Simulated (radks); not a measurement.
Values are calculated unless marked as measured or tabulated.
All-electron atom: the praseodymium ion Pr55+ in [He] 3d2 (not the ground configuration).

Level of theory: scalar-relativistic Kohn-Sham, PBE, spin-unpolarised, spherical densities, point nucleus (a radial shooting solver on a logarithmic mesh with Libxc functionals).

Energy parts (eV):
| part | energy |
|---|---|
| total | -108262.21 |
| kinetic | 118939.72 |
| electron-nucleus | -229113.66 |
| Hartree | 3110.82 |
| exchange-correlation | -1199.09 |

Orbitals (lengths in bohr, moments of r in powers of bohr; r(max) is where P^2 peaks):
| orbital | occ. | eigenvalue (eV) | <r> | <r^2> | r(max) |
|---|---|---|---|---|---|
| 1s | 2 | -47966.22 | 0.02396 | 0.0007794 | 0.01537 |
| 2s | 0 | -11710.21 | 0.09734 | 0.01113 | 0.08408 |
| 2p | 0 | -11188.49 | 0.08413 | 0.008553 | 0.06653 |
| 3d | 2 | -4773.153 | 0.1831 | 0.03840 | 0.1564 |

The highest occupied level is 3d at -4773.2 eV. The configuration is held as typed, so some empty levels lie below it. The density falls to 0.001 e/bohr^3 at r = 0.57 bohr.
